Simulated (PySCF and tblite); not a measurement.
Values are calculated unless marked as measured or tabulated.
2 E/Z isomers of C₂H₃BBrFO₂, numbered alike:

```csv
isomer,SMILES,descriptors
A,[OH:1][B:2]([OH:3])/[C:4]([F:5])=[CH:6]/[Br:7],4=6 Z
B,[OH:1][B:2]([OH:3])/[C:4]([F:5])=[CH:6]\[Br:7],4=6 E
```

Each isomer is a Boltzmann average at 298.15 K over at most 6 conformers: GFN2-xTB geometries, energies PBE0/def2-SVP (IEF-PCM, water) (D3(BJ) added where defined), GFN2-xTB thermal terms. Programs: PySCF with density fitting and tblite.

Equilibrium rotational constants and dipole components of each isomer's leading conformer, in random order:

```tsv
set	A (MHz)	B (MHz)	C (MHz)	abs μa	abs μb	abs μc (D)
P	4751	715	622	2.65	0.39	0.01
Q	3149	1002	760	1.66	0.34	0.02
```

Task: Match sets and isomers.

Result: P is A (Cs), Q is B (Cs).

The whole study took 87 s on 1 thread of Intel Xeon 6975P-C, shared host (rough), peak memory 0.99 GiB, launched as `OMP_NUM_THREADS=1 python ens_run.py task.json out`.
